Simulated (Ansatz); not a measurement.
Ansatz (a quantum-chemistry and plane-wave program) input:

Ansatz 0.2 input:
```yaml
crystal:
  periodic: [false, false, false]
  atoms:
    - {symbol: Si, position_ang: [-0.97543268, 0.10959893, 0.19520595]}
    - {symbol: P, position_ang: [1.13449721, -0.18862683, -0.28607200]}
    - {symbol: H, position_ang: [-1.82183741, -0.82343493, -0.62787256]}
    - {symbol: H, position_ang: [-1.62420637, 1.45445963, -0.06147326]}
    - {symbol: H, position_ang: [-1.47167320, -0.15189419, 1.60261794]}
    - {symbol: H, position_ang: [1.55631634, 0.81588701, 0.64492459]}
basis:
  gaussian:
    orbitals: def2-TZVP
hamiltonian:
  xc: b3lyp
  dispersion: d3bj
total_charge: -1
phonons: {temperatures: {t_min: 298.15, t_max: 298.15, t_step: 100}}
```

Problem. What final total energy does it print?

Solution. -633.34066 Eh (B3LYP-D3(BJ)/def2-TZVP). The basis has 98 functions. The run takes about 40 core-seconds (a rough figure).

It need not be the lowest isomer of its formula. Whether it binds its extra electron was not tested at this geometry.
